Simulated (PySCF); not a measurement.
## Radial density of Sc³⁺ (scandium, charge +3)

LDA, [Ar], closed-shell 1S. Calculation: PySCF 2.14, in cc-pVTZ (7s6p4d2f1g, 68 functions); no relativity, point nucleus.

```csv
r (bohr),4πr²ρ (e/bohr)
0.00131,0.1257
0.00220,0.3426
0.00370,0.9103
0.00622,2.316
0.0105,5.486
0.0176,11.52
0.0296,19.80
0.0498,24.74
0.0838,20.68
0.141,19.35
0.237,26.31
0.399,14.83
0.671,6.956
1.13,7.668
1.90,1.325
3.19,0.02022
```
